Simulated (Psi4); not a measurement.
Interaction energy of HBr ··· H4O4Si (SMILES Br and O[Si](O)(O)O). Monomers: optimised at B3LYP-D3(BJ) (def2-TZVP), held rigid. Orientation: lowest of the rigid-body minima from ten starts at GFN2-xTB. Only R, the distance of the centres of mass, is varied, so the lowest point isn't the relaxed dimer.

Computed with SAPT0/jun-cc-pVDZ, frozen core run with Psi4 1.11.

Components in kcal/mol:

```json
[
 {"R / Å": "3.66", "electrostatics": "-37.81", "exchange": "79.41", "induction": "-27.00", "dispersion": "-10.46", "total": "4.15"},
 {"R / Å": "3.92", "electrostatics": "-20.79", "exchange": "36.02", "induction": "-11.84", "dispersion": "-5.99", "total": "-2.60"},
 {"R / Å": "4.08", "electrostatics": "-14.54", "exchange": "21.77", "induction": "-7.11", "dispersion": "-4.31", "total": "-4.20"},
 {"R / Å": "4.30", "electrostatics": "-9.16", "exchange": "10.71", "induction": "-3.55", "dispersion": "-2.79", "total": "-4.80"},
 {"R / Å": "4.47", "electrostatics": "-6.58", "exchange": "6.11", "induction": "-2.10", "dispersion": "-2.02", "total": "-4.58"},
 {"R / Å": "4.75", "electrostatics": "-4.00", "exchange": "2.39", "induction": "-0.90", "dispersion": "-1.22", "total": "-3.73"},
 {"R / Å": "5.10", "electrostatics": "-2.31", "exchange": "0.73", "induction": "-0.33", "dispersion": "-0.68", "total": "-2.60"},
 {"R / Å": "5.55", "electrostatics": "-1.27", "exchange": "0.15", "induction": "-0.11", "dispersion": "-0.35", "total": "-1.57"},
 {"R / Å": "6.32", "electrostatics": "-0.54", "exchange": "0.01", "induction": "-0.02", "dispersion": "-0.13", "total": "-0.69"},
 {"R / Å": "7.29", "electrostatics": "-0.22", "exchange": "0.00", "induction": "-0.01", "dispersion": "-0.05", "total": "-0.27"},
 {"R / Å": "8.56", "electrostatics": "-0.08", "exchange": "0.00", "induction": "0.00", "dispersion": "-0.02", "total": "-0.10"}
]
```
